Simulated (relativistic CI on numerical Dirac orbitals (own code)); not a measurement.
**How well does a small relativistic CI reproduce S?**

Method of calculation: Dirac-Coulomb-Breit CI, orbitals from a KLI potential per configuration, model QED, valence Slater integrals scaled by 0.85, P86 correlation energy added to each configuration (own radial code, finite nucleus).

Configurations in the expansion (outside the closed core [Ne]): 3s2 3p4, 3s2 3p3 4s, 3s2 3p3 4p, 3s2 3p3 3d, 3s2 3p3 5s, 3s 3p5, 3s2 3p3 5p, 3s2 3p3 4d, 3s2 3p3 6s, 3s2 3p3 4f, 3p6, 3s2 3p3 6p, 3s2 3p3 5d, 3s2 3p3 5f, 3s2 3p3 5g, 3s2 3p3 6d, 3s 3p4 3d, 3s2 3p2 4s 4p, 3s2 3p2 3d2, 3s2 3p 3d2 4s, 3s2 3p 3d2 4p, 3s2 3p 3d3, 3s2 3p 3d2 5s, 3s2 3p 3d2 5p, 3s2 3p2 4s2, 3s2 3p 4s2 4p, 3s2 3p 3d 4s2, 3s2 3p 4s2 5s, 3s2 3p 4s2 5p, 3s2 3p2 3d 4s, 3s2 3p 3d 4s 4p, 3s2 3p 3d 4s 5s, 3s2 3p 3d 4s 5p. Double excitations out of closed p, d and f shells are left out; levels of such configurations are missing from the list, as are those of other unlisted configurations, and high levels can miss mixing partners. These lack a partner that the ground configuration has and come out too high: 3s2 3p3 4d, 3s2 3p3 6s, 3s2 3p3 4f, 3s2 3p3 6p, 3s2 3p3 5d.

```tsv
Configuration	Term (tabulated)	J	Measured (cm⁻¹)	Computed	Error	Purity (%)
3s2 3p4	3P	2	0.0	0	0	99
3s2 3p4	3P	1	396.1	394	-2	99
3s2 3p4	3P	0	573.6	570	-4	99
3s2 3p4	1D	2	9238.6	9940	702	99
3s2 3p4	1S	0	22180.0	18892	-3288	96
3s2 3p3 4s	5S°	2	52623.6	52437	-186	99
3s2 3p3 4s	3S°	1	55330.8	55147	-184	99
3s2 3p3 4p	5P	1	63446.1	62485	-961	99
3s2 3p3 4p	5P	2	63457.1	62495	-962	99
3s2 3p3 4p	5P	3	63475.1	62510	-965	99
3s2 3p3 4p	3P	1	64889.0	63812	-1077	99
3s2 3p3 4p	3P	0	64891.4	63814	-1078	99
3s2 3p3 4p	3P	2	64892.6	63816	-1077	99
3s2 3p3 4s	3D°	1	67816.4	68872	1055	97
3s2 3p3 4s	3D°	2	67825.2	68882	1057	97
3s2 3p3 4s	3D°	3	67842.9	68901	1059	97
3s2 3p3 3d	5D°	4	67877.6	69052	1174	97
3s2 3p3 3d	5D°	0	67884.2	69058	1174	97
3s2 3p3 3d	5D°	1	67885.5	69058	1173	97
3s2 3p3 3d	5D°	2	67887.8	69057	1170	96
3s2 3p3 3d	5D°	3	67890.0	69056	1166	96
3s2 3p3 4s	1D°	2	69237.9	70259	1021	98
3s2 3p3 3d	3D°	1	70164.6	70656	491	92
3s2 3p3 3d	3D°	2	70166.2	70652	486	92
3s2 3p3 3d	3D°	3	70174.0	70646	472	92
3s2 3p3 5s	5S°	2	70702.8	69982	-721	99
3s2 3p3 5s	3S°	1	71351.4	70936	-415	98
3s2 3p3 5p	5P	1	73911.3	73297	-614	99
3s2 3p3 5p	5P	2	73914.9	73300	-615	99
3s2 3p3 5p	5P	3	73921.0	73305	-616	99
3s2 3p3 5p	3P	2	74268.5	73686	-582	97
3s2 3p3 5p	3P	1	74269.6	73686	-584	97
3s2 3p3 5p	3P	0	74271.7	73687	-585	97
3s2 3p3 4d	5D°	4	74973.1	76859	1885	93
3s2 3p3 4d	5D°	3	74974.1	76860	1886	93
3s2 3p3 4d	5D°	2	74975.2	76860	1885	93
3s2 3p3 4d	5D°	1	74976.1	76861	1885	93
3s2 3p3 4d	5D°	0	74976.6	76861	1884	93
3s2 3p3 4d	3D°	1	75951.9	78127	2175	87
3s2 3p3 4d	3D°	2	75952.4	78128	2176	87
3s2 3p3 4d	3D°	3	75956.5	78133	2176	87
3s2 3p3 6s	5S°	2	76464.1	77909	1445	100
3s2 3p3 4f	5F	4	76654.8	79075	2420	99
3s2 3p3 4f	5F	5	76654.8	79075	2420	100
3s2 3p3 4f	5F	3	76654.8	79075	2420	100
3s2 3p3 4f	5F	2	76654.8	79075	2420	100
3s2 3p3 4f	5F	1	76654.8	79075	2420	100
3s2 3p3 4f	3F	4	76656.3	79076	2419	99
3s2 3p3 4f	3F	3	76656.3	79076	2419	100
3s2 3p3 4f	3F	2	76656.4	79076	2419	100
3s2 3p3 6s	3S°	1	76720.6	78367	1646	99
3s2 3p3 4s	3P°	0	77135.5	77622	487	82
3s2 3p3 4s	3P°	1	77150.1	77623	472	81
3s2 3p3 4s	3P°	2	77181.1	77620	438	78
3s2 3p3 4p	1P	1	77854.9	78221	366	61
3s2 3p3 4p	3D	2	78152.1	78351	199	92
3s2 3p3 4p	3D	1	78152.3	78388	235	62
3s2 3p3 4p	3D	3	78203.2	78395	192	86
3s2 3p3 4s	1P°	1	78288.4	79088	800	89
3s2 3p3 4p	3F	2	78409.9	78458	49	92
3s2 3p3 4p	3F	3	78435.8	78486	50	86
3s2 3p3 4p	3F	4	78463.0	78506	43	99
3s2 3p3 4p	1F	3	78639.9	78667	27	99
3s2 3p3 4p	3P	2	79375.8	80405	1030	55
3s2 3p3 4p	3P	1	79405.3	80407	1002	56
3s2 3p3 4p	3P	0	79418.0	80409	991	57
```

Measured levels from NIST Handbook of Basic Atomic Spectroscopic Data (Sansonetti and Martin, J. Phys. Chem. Ref. Data 34, 1559 (2005)); pairs were made by configuration, J and term (by order where the table uses no LS term), so strongly mixed levels may be paired wrongly.

Mean error by configuration (cm⁻¹): 3s2 3p4 -648; 3s2 3p3 4s 602; 3s2 3p3 4p -114; 3s2 3p3 3d 913; 3s2 3p3 5s -568; 3s2 3p3 5p -599; 3s2 3p3 4d 1994; 3s2 3p3 6s 1546; 3s2 3p3 4f 2420. Over the excited levels the mean absolute error is 1100 cm⁻¹ (65 of the 69 excited levels that our extract of the source holds in range could be paired, and the others can miss by more), and the median relative error of those above 1,000 cm⁻¹ is 1.5 %.

Transition probabilities of persistent lines. The last column rescales the computed rate by the cube of measured over computed energy:

```tsv
λ measured (Å)	Lower	Upper	A tabulated (s⁻¹)	A computed	A rescaled
1425.03 vacuum	3s2 3p4 3P_2	3s2 3p3 3d 3D°_3	2.92e+08	2.09e+08	2.05e+08
1433.28 vacuum	3s2 3p4 3P_1	3s2 3p3 3d 3D°_2	2.16e+08	1.55e+08	1.51e+08
1433.31 vacuum	3s2 3p4 3P_1	3s2 3p3 3d 3D°_1	1.20e+08	8.82e+07	8.64e+07
1473.99 vacuum	3s2 3p4 3P_2	3s2 3p3 4s 3D°_3	1.82e+08	1.68e+08	1.60e+08
1666.69 vacuum	3s2 3p4 1D_2	3s2 3p3 4s 1D°_2	6.30e+08	5.11e+08	5.03e+08
1807.31 vacuum	3s2 3p4 3P_2	3s2 3p3 4s 3S°_1	3.08e+08	3.34e+08	3.37e+08
1820.34 vacuum	3s2 3p4 3P_1	3s2 3p3 4s 3S°_1	1.70e+08	1.94e+08	1.96e+08
1826.24 vacuum	3s2 3p4 3P_0	3s2 3p3 4s 3S°_1	5.49e+07	6.39e+07	6.46e+07
9212.86 air	3s2 3p3 4s 5S°_2	3s2 3p3 4p 5P_3	3.00e+07	2.66e+07	3.33e+07
9228.09 air	3s2 3p3 4s 5S°_2	3s2 3p3 4p 5P_2	2.80e+07	2.65e+07	3.31e+07
9237.54 air	3s2 3p3 4s 5S°_2	3s2 3p3 4p 5P_1	2.80e+07	2.64e+07	3.30e+07
10455.45 air	3s2 3p3 4s 3S°_1	3s2 3p3 4p 3P_2	2.20e+07	1.94e+07	2.61e+07
10456.76 air	3s2 3p3 4s 3S°_1	3s2 3p3 4p 3P_0	2.20e+07	1.94e+07	2.61e+07
10459.41 air	3s2 3p3 4s 3S°_1	3s2 3p3 4p 3P_1	2.20e+07	1.94e+07	2.61e+07
```
